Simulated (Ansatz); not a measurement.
Relaxation of C$_{3}$H$_{7}$Li (11 atoms, charge 0, multiplicity 1), to a largest force component of 0.015 eV/Å in at most 40 steps.

The calculation used RKS CAM-B3LYP/6-31G* in Ansatz 0.2.0.

```xyz
11
Properties=species:S:1:pos:R:3:forces:R:3
Li -2.147 0.725 -0.314 -0.51 0.19 -0.07
C -0.227 0.594 -0.157 0.56 -0.08 0.07
C 0.104 0.110 1.261 0.01 0.25 -0.33
C 0.219 -0.494 -1.143 0.01 0.37 0.15
H 0.447 1.448 -0.339 -0.29 0.13 -0.05
H -0.102 0.887 1.999 -0.02 0.04 0.26
H 1.164 -0.161 1.350 0.18 -0.15 0.19
H -0.478 -0.777 1.526 -0.07 -0.20 0.19
H 0.097 -0.163 -2.176 0.01 -0.09 -0.24
H -0.354 -1.416 -1.009 -0.06 -0.26 -0.08
H 1.277 -0.751 -0.999 0.19 -0.22 -0.08
```

**Question.** Where does it end, and by what steps?

**Answer.** It converged. After 5 steps the energy has fallen by 0.090 eV; Li1 moved furthest, 0.28 Å.

```tsv
step	energy less start (eV)	largest force component (eV/Å)	accepted
0	0.0000	0.556	yes
1	-0.0663	0.274	yes
2	-0.0858	0.198	yes
3	-0.0894	0.079	yes
4	-0.0900	0.029	yes
5	-0.0901	0.013	yes
```

```xyz
11
Properties=species:S:1:pos:R:3
Li -2.205 0.992 -0.362
C -0.259 0.524 -0.145
C 0.119 0.090 1.276
C 0.241 -0.522 -1.149
H 0.299 1.454 -0.352
H -0.116 0.858 2.025
H 1.196 -0.136 1.381
H -0.411 -0.824 1.581
H 0.096 -0.206 -2.190
H -0.279 -1.484 -1.034
H 1.318 -0.745 -1.032
```

Whether the end is a true minimum wasn't checked by a vibrational analysis.

The run took 67 s on 1 thread of Intel(R) Xeon(R) Processor @ 2.50GHz (Skylake/Cascade Lake), on a shared host, peak memory 0.17 GiB.
